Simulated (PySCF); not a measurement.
**UHF on Ga²⁺ (gallium, charge +2)**

Configuration: [Ar] 3d10 4s1, 2S determinant. All numbers are calculated (PySCF 2.14, scalar relativity by spin-free X2C-1e, in x2c-QZVPPall).

```
Total energy                        : -1941.338408 hartree
One-electron energy                 : -2686.5268 hartree
Hartree (Coulomb) energy            : 819.3371 hartree
Exchange energy                     : -74.1487 hartree
⟨S²⟩                                : 0.7505
⟨L²⟩                                : 0.000
Sum of ⟨r⟩                          : 17.04 bohr
Sum of ⟨r²⟩                         : 17.69 bohr²
Langevin diamagnetic susceptibility : -14.0 ×10⁻⁶ cm³/mol
```

```json
{"shell": "1s α", "electrons": "1", "mean orbital energy (hartree)": "-384.46163", "rms radius, mean of both spins (bohr)": "0.0560"}
{"shell": "1s β", "electrons": "1", "mean orbital energy (hartree)": "-384.45544", "rms radius, mean of both spins (bohr)": "0.0560"}
{"shell": "2s α", "electrons": "1", "mean orbital energy (hartree)": "-50.02346", "rms radius, mean of both spins (bohr)": "0.235"}
{"shell": "2s β", "electrons": "1", "mean orbital energy (hartree)": "-50.01708", "rms radius, mean of both spins (bohr)": "0.235"}
{"shell": "2p α", "electrons": "3", "mean orbital energy (hartree)": "-43.47883", "rms radius, mean of both spins (bohr)": "0.211"}
{"shell": "2p β", "electrons": "3", "mean orbital energy (hartree)": "-43.47779", "rms radius, mean of both spins (bohr)": "0.211"}
{"shell": "3s α", "electrons": "1", "mean orbital energy (hartree)": "-7.32234", "rms radius, mean of both spins (bohr)": "0.699"}
{"shell": "3s β", "electrons": "1", "mean orbital energy (hartree)": "-7.30488", "rms radius, mean of both spins (bohr)": "0.699"}
{"shell": "3p α", "electrons": "3", "mean orbital energy (hartree)": "-5.26365", "rms radius, mean of both spins (bohr)": "0.737"}
{"shell": "3p β", "electrons": "3", "mean orbital energy (hartree)": "-5.25909", "rms radius, mean of both spins (bohr)": "0.737"}
{"shell": "3d α", "electrons": "5", "mean orbital energy (hartree)": "-1.90538", "rms radius, mean of both spins (bohr)": "0.885"}
{"shell": "3d β", "electrons": "5", "mean orbital energy (hartree)": "-1.90142", "rms radius, mean of both spins (bohr)": "0.885"}
{"shell": "4s α", "electrons": "1", "mean orbital energy (hartree)": "-1.09320", "rms radius, mean of both spins (bohr)": "2.29"}
```

Densities and radii are taken from the X2C orbitals without a picture-change correction, which distorts them close to the nucleus.
